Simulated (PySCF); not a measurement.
A species of formula C6H12OSi2 has this rotational fingerprint, computed with PBE0/pcSseg-1 in PySCF (dipole) on a GFN2-xTB geometry, gas phase:

- Rotational constants: A = 2442, B = 748.5, C = 637.0 MHz
- Dipole components: |μa| = 0.37 D, |μb| = 0.42 D, |μc| = 0.04 D
- Inertial defect: -88.86 u·Å²
- κ: -0.88

Question: Which structure is it? (One computed conformer of each.)
A. `[SiH3:1][O:2][C:3]1=[CH:4][SiH2:5][C@H:6]2[CH2:7][C@@H:8]1[CH2:9]2` with Si1–O2–C3–C4 -3°
B. `[CH:1]#[C:2][Si@:3]1([CH3:4])[CH2:5][C@H:6]([O:7][SiH3:8])[CH2:9]1` with C5–C6–O7–Si8 67°, C2–Si3–C5–C6 -122°, Si3–C5–C6–O7 132°, C5–C6–C9–Si3 -12°, C2–Si3–C9–C6 121°
C. `[CH3:1][C:2]#[C:3][SiH2:4][O:5][SiH2:6][CH:7]1[CH2:8][CH2:9]1` with C3–Si4–O5–Si6 11°, Si4–O5–Si6–C7 24°, O5–Si6–C7–C8 115°
D. `[CH2:1]=[CH:2][SiH:3]([CH:4]=[CH2:5])[C:6](=[CH2:7])[O:8][SiH3:9]` with C1–C2–Si3–C4 1°, C2–Si3–C4–C5 104°, C2–Si3–C6–C7 -117°, Si3–C6–O8–Si9 -175°
E. `[CH2:1]=[C:2]([CH3:3])[C@@:4]1([SiH3:5])[CH:6]=[CH:7][O:8][SiH2:9]1` with C1–C2–C4–Si5 -128°
F. `[CH:1]#[C:2][SiH2:3][Si@H:4]1[CH2:5][C@H:6]([CH2:7][OH:8])[CH2:9]1` with C2–Si3–Si4–C5 70°, C5–C6–C7–O8 178°, C6–C7–O8–H 52°, Si3–Si4–C5–C6 100°, Si4–C5–C6–C7 136°, C5–C6–C9–Si4 -14°, Si3–Si4–C9–C6 -102°

Answer: A. It is [SiH3]OC1=C[SiH2][C@H]2C[C@@H]1C2, an asymmetric top. The candidates at the same level (rigid rotor, commonest isotopes):

```tsv
SMILES	A (MHz)	B (MHz)	C (MHz)	μa (D)	μb (D)	μc (D)	Δ (u·Å²)	point group	rotor
C=C[SiH](C=C)C(=C)O[SiH3]	1503	676.4	626.9	0.24	0.08	0.20	-277.16	C1	asymmetric top
[SiH3]OC1=C[SiH2][C@H]2C[C@@H]1C2	2442	748.5	637.0	0.37	0.42	0.04	-88.86	near Cs	asymmetric top
CC#C[SiH2]O[SiH2]C1CC1	1303	687.2	488.5	0.80	2.37	0.05	-88.65	C1	asymmetric top
C#C[SiH2][Si@H]1C[C@H](CO)C1	3133	456.7	434.5	1.23	0.18	0.95	-104.82	C1	near-prolate asymmetric top
C=C(C)[C@@]1([SiH3])C=CO[SiH2]1	1522	1047	924.7	0.87	0.03	0.13	-268.13	C1	asymmetric top
C#C[Si@]1(C)C[C@H](O[SiH3])C1	2207	568.1	506.3	1.08	0.83	0.68	-120.29	C1	near-prolate asymmetric top
```

`C=C(C)[C@@]1([SiH3])C=CO[SiH2]1` has C 45 % too high; `C=C[SiH](C=C)C(=C)O[SiH3]` has A 38 % too low; `C#C[Si@]1(C)C[C@H](O[SiH3])C1` has B 24 % too low; `CC#C[SiH2]O[SiH2]C1CC1` has A 47 % too low; `C#C[SiH2][Si@H]1C[C@H](CO)C1` has B 39 % too low. No structure here is proved a minimum.
